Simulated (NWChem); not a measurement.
System: Si2H3 cation, singlet

The following NWChem deck was run.

```
start job
memory heap 200 mb stack 700 mb global 900 mb
charge 1
geometry units angstroms noautosym nocenter noautoz
  Si     0.000000     0.000000     1.332612
  Si     0.000000     0.000000    -1.075436
  H      1.209014    -0.792717    -1.449729
  H      0.082007     1.443395    -1.449729
  H     -1.291020    -0.650678    -1.449729
end
basis spherical
  * library def2-svp
end
dft
  xc m06-2x
  iterations 150
end
cosmo
  do_cosmo_smd true
  solvent thf
end
task dft energy
```

Low-valent species are run as closed-shell singlets; no triplet was tried in these runs. Coordinates come from a PBE0/def2-SVP optimisation. Solvent: tetrahydrofuran.

Level: M06-2X/def2-SVP with SMD (1 M gas to 1 M solution), gas-phase geometry. Reactions with the solvent are ignored.

What results follow from this input? (M06-2X/def2-SVP, SMD on the gas-phase geometry.) Quantities: solvation free energy (kcal/mol); cavity-dispersion-structure term (kcal/mol).


```json
{
  "solvation free energy (kcal/mol)": "-53.4",
  "cavity-dispersion-structure term (kcal/mol)": "-0.6"
}
```
